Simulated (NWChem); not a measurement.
CH₃IMg; SMILES [CH3][Mg][I]

Computed with NWChem. All runs use the structure optimised with PBE0/def2-SVP. def2 effective core potentials on I; no spin-orbit coupling. Level PBE/def2-SVP: energy and gradient on several grids; changes count from the extra-fine grid, which is no exact limit either.

Task: Which is the coarsest grid (coarse; xcoarse; xfine; medium; fine) from which on the energy stays within 50 μHa and each gradient component within 100 μHa/bohr of xfine?

Result: coarse.
| grid | size of the energy change (μHa) | largest change of a gradient component (μHa/bohr) |
|---|---|---|
| xcoarse | 300 | 800 |
| coarse | 10 | 50 |
| medium | < 10 | < 30 |
| fine | < 10 | < 30 |
| xfine | < 10 | < 30 |
